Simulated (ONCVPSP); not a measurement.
**Ranking ONCV potentials for Pt (Z = 78)**

All share these settings but for the change named:

platinum (Pt), optimised norm-conserving Vanderbilt (ONCV), made with ONCVPSP 4.0.1 (LDA (Perdew-Wang 92), scalar-relativistic). Core [Kr] 4d10 4f14, reference 5s2 5p6 5d8 6s2. Waves: 5s+6s: rc 1.45 bohr, ncon 4, nbas 8, qcut 8.4 1/bohr, 2 projectors; 5p: rc 1.80 bohr, ncon 5, nbas 10, qcut 8.1 1/bohr, 2 projectors, debl 0.7 Ha; 5d: rc 2.30 bohr, ncon 5, nbas 9, qcut 6.3 1/bohr, 2 projectors, debl 2.1 Ha. Local part: polynomial inside 1.40 bohr (lpopt 2, dvloc0 4 Ha). Core correction: Teter function fitted to the true core (icmod 2), fcfact 0.55.

In the p channel the program set the typed energies aside and used -2.162, 0.250 Ha.

Cutoff: the first of the cutoffs (Ha) at which the residual kinetic energy of the hardest occupied pseudo-wave falls to 1 and 0.1 mHa per electron; the density cutoff is not measured.

The base gives 27 Ha.

Of 10 variants that were run, those that failed, showed a ghost or another fault, or gave nearly equal values are left out.

Problem. Rank these variants from softest to hardest (loose cutoff).
A. s: rc 1.88
B. s: rc 1.72
C. s: rc 1.22; local potential polynomial inside 1.22 bohr (lpopt 2, dvloc0 4 Ha)
D. s: rc 2.1

Solution. D (17 Ha), A (19 Ha), B (22 Ha), C (32 Ha).
